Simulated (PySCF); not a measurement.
B3LYP has the VWN-RPA correlation part, as in Gaussian. Delta-SCF ions had no search for a lower state. Excitations are Tamm–Dancoff values on a coarser integration grid. The basis has no diffuse functions, so Rydberg states are missing or too high.

Z-matrix (Å, degrees):
```
Al
C 1 1.9701
H 2 1.1034 1 112.64
H 2 1.1034 3 107.39 1 124.59
H 2 1.1045 3 106.48 4 113.73
C 1 1.9837 2 118.06 3 -43.80
H 6 1.1047 1 110.05 2 -70.67
H 6 1.1049 7 105.78 1 123.39
H 6 1.1051 7 105.52 8 113.82
C 1 1.9837 2 118.03 3 165.72
H 10 1.1047 1 110.04 2 70.77
H 10 1.1048 11 105.78 1 -123.38
H 10 1.1051 11 105.51 12 -113.82
O 1 2.0621 2 103.00 3 60.90
H 14 0.9667 1 110.76 2 120.41
H 14 0.9667 15 106.59 1 -120.33
```
Charge 0, multiplicity 1.

Task: Give the S1 oscillator strength, S1–T1 gap (TDA), vertical ionisation energy (Delta-SCF), brightest of the four lowest singlets (TDA) and HOMO–LUMO gap at the level B3LYP-D3(BJ)/def2-TZVP // PBE0-D3(BJ)/def2-SVP in PySCF.

Result: 
| Quantity | Value |
|---|---|
| S1 oscillator strength | 0.011 |
| S1–T1 gap (TDA) | 0.09 eV |
| vertical ionisation energy (Delta-SCF) | 8.83 eV |
| brightest of the four lowest singlets (TDA) | 6.75 eV |
| HOMO–LUMO gap | 5.93 eV |
